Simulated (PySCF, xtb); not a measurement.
(3Z)-4-fluoropenta-1,3-diene (C5H7F), SMILES C(=C)/C=C(/C)F.

GFN2-xTB (xtb 6.7.1) at its own geometry gives an orbital gap of 3.61 eV and a dipole moment of 2.04 D.

Geometry optimised at PBE0-D3(BJ)/def2-SVP. The values are those of a single conformer.

### Question
What does ωB97X/def2-TZVP (PySCF) give? (The exact figures need the calculation; the answer reports its results.)

### Answer
gap 10.01 eV (levels -8.59 and 1.42 eV), dipole 1.56 D.
